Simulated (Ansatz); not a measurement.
Relaxation of Cu(AsH3)(OH) (CuAsOH4) with RKS PBE-D4/def2-TZVP.

```sh
$ ansatz run in.yaml --threads 4 --pin off --events-out ev --progress --plain --max-ram 3916MiB
```

```yaml
crystal:
  periodic: [false, false, false]
  atoms:
    - {symbol: Cu, position_ang: [-0.031420, 0.055950, -1.066300]}
    - {symbol: As, position_ang: [-0.067670, 0.084510, 1.174670]}
    - {symbol: H, position_ang: [1.166120, -0.023410, 1.993420]}
    - {symbol: H, position_ang: [-0.791030, -0.919500, 1.995200]}
    - {symbol: H, position_ang: [-0.587900, 1.226630, 1.960930]}
    - {symbol: O, position_ang: [-0.058460, 0.152950, -2.807420]}
    - {symbol: H, position_ang: [0.370370, -0.577130, -3.250490]}
basis:
  gaussian: {orbitals: def2-TZVP}
hamiltonian: {xc: pbe, dispersion: d4}
scf: {lower_state_search: "off"}
output: {orbitals: {seedname: orbitals}}
relax: {f_tol: 0.02, max_steps: 100}
```

It took 8 s on 4 threads of Arm Neoverse V2 on a shared host.

Positions (Å) and forces (eV/Å) at steps 1, 2, 3, 4, 7 of 7:

```xyz
7
step=1 energy=-107578.0453 eV
Cu   -0.031    0.056   -1.066    0.020   -0.058    0.913
As   -0.068    0.085    1.175    0.042   -0.063   -0.726
H     1.166   -0.023    1.993    0.788   -0.072    0.241
H    -0.791   -0.919    1.995   -0.468   -0.644    0.241
H    -0.588    1.227    1.961   -0.359    0.775    0.248
O    -0.058    0.153   -2.807   -0.367    0.646   -0.583
H     0.370   -0.577   -3.250    0.344   -0.585   -0.334
7
step=2 energy=-107578.1302 eV
Cu   -0.030    0.056   -1.033    0.023   -0.051    0.523
As   -0.064    0.083    1.208    0.011   -0.013   -0.268
H     1.248   -0.033    1.966   -0.010   -0.003    0.095
H    -0.840   -0.984    1.964    0.007    0.005    0.090
H    -0.621    1.300    1.926   -0.004    0.009    0.089
O    -0.069    0.155   -2.791   -0.124    0.213   -0.487
H     0.376   -0.577   -3.240    0.097   -0.159   -0.043
7
step=3 energy=-107578.1209 eV rejected
Cu   -0.028    0.053   -1.053    0.005   -0.006    0.059
As   -0.063    0.083    1.169   -0.007    0.003    0.977
H     1.232   -0.031    2.005   -0.227    0.015   -0.267
H    -0.832   -0.971    1.999    0.140    0.183   -0.268
H    -0.616    1.288    1.961    0.097   -0.210   -0.273
O    -0.073    0.159   -2.825   -0.087    0.143   -0.177
H     0.379   -0.580   -3.255    0.078   -0.127   -0.052
7
step=4 energy=-107578.1410 eV
Cu   -0.031    0.057   -1.034    0.017   -0.031    0.076
As   -0.064    0.083    1.201    0.003   -0.003    0.029
H     1.241   -0.033    1.980   -0.035    0.003    0.013
H    -0.835   -0.980    1.976    0.020    0.028    0.009
H    -0.619    1.296    1.937    0.013   -0.029    0.008
O    -0.072    0.158   -2.811   -0.050    0.082   -0.162
H     0.380   -0.581   -3.248    0.031   -0.051    0.026
7
step=7 energy=-107578.1432 eV
Cu   -0.032    0.056   -1.043    0.000    0.000   -0.001
As   -0.060    0.079    1.200    0.000    0.003    0.002
H     1.236   -0.034    1.991   -0.001   -0.002   -0.003
H    -0.834   -0.974    1.985    0.001   -0.001   -0.002
H    -0.614    1.291    1.936    0.000   -0.001   -0.002
O    -0.086    0.162   -2.829   -0.001    0.001    0.001
H     0.390   -0.579   -3.240    0.001   -0.001    0.006
```

The relaxation made no stability test and no search for a lower SCF solution.
